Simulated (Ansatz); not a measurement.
# Relative stability

The two ends of one reaction step of Si₃NH₇F₄, singlet (PBE0-D4/def2-TZVP).

A:

```
atom    x (Å)    y (Å)    z (Å)
 Si1  -1.2477   0.1427  -1.2429
  F2   0.3231   2.5496   0.9811
  F3  -2.0065  -1.2000  -1.5543
  F4  -2.3306   1.1863  -0.7948
  F5  -0.5782   0.6430  -2.5753
  H6   0.1140   1.7153   0.6131
  N7  -0.0419  -0.0541  -0.0611
 Si8   1.6606  -0.2103  -0.5381
 Si9  -0.4677  -0.8412   1.4705
 H10   1.8216  -1.3224  -1.5056
 H11   2.3856  -0.5243   0.7174
 H12   2.1339   1.0611  -1.1247
 H13   0.0149  -2.2439   1.4600
 H14  -1.9460  -0.8061   1.5743
 H15   0.1648  -0.0957   2.5806
```

B:

Si1  (-1.731, 0.984, -1.402)
F2  (-1.751, 1.913, -0.144)
F3  (-1.965, -0.509, -1.005)
F4  (-2.898, 1.425, -2.346)
F5  (-0.386, 1.149, -2.181)
H6  (0.710, 1.144, 0.912)
N7  (0.659, 0.167, 0.656)
Si8  (1.930, -0.367, -0.401)
Si9  (-0.182, -0.853, 1.778)
H10  (1.384, -1.364, -1.356)
H11  (3.055, -1.013, 0.333)
H12  (2.454, 0.817, -1.125)
H13  (-0.190, -2.214, 1.188)
H14  (-1.570, -0.365, 1.983)
H15  (0.481, -0.913, 3.111)
(Å)

Computed with Ansatz 0.2.0 (basis: def2-TZVPP); correlated methods freeze the cores. B3LYP uses VWN-RPA correlation.

Q: Which structure is lower at CCSD(T), and by how much? (Judge from chemistry; the value comes from the calculation.)

A: Computed: B, by 64.0 kJ/mol (electronic energy, against the other). By their contacts, A is a complex of Si₃NH₆F₃ ([F][Si]([F])([F])[N]([SiH3])[SiH3]) + HF and B is a complex of SiF₄ ([F][Si]([F])([F])[F]) + Si₂NH₇ ([SiH3][NH][SiH3]).

All methods give the same order:

```csv
method,E(B) − E(A) (kJ/mol)
SPW92,-47.5
PBE-D4,-54.1
BLYP-D4,-62.9
r2SCAN-D4,-66.6
B97M-V,-79.2
PBE0-D4,-58.3
B3LYP-D4,-66.5
r2SCAN0-D4,-67.3
BHLYP-D4,-72.1
CAM-B3LYP-D4,-69.7
wB97X-V,-64.7
wB97M-V,-63.9
B2PLYP,-69.5
PBE-QIDH,-61.5
RPA on PBE,-64.9
HF,-92.5
MP2,-61.0
CCSD,-68.7
CCSD(T),-64.0
```

T1 diagnostic: at most 0.012.

Labels in which every atom is bracketed show which atoms are joined, not bond orders.

For scale, one of the runs: CCSD(T)/def2-TZVPP, 379 basis functions, launched by `ansatz run in.yaml --threads 2 --pin off --events-out ev --progress --plain --max-ram 20480MiB --backend cuda --devices 0, --max-vram 18GiB`. Hardware: 2 CPU threads of an AMD EPYC 7R13 and a share of one NVIDIA H100, shared host. Wall time 22 s; peak host memory 0.88 GiB.
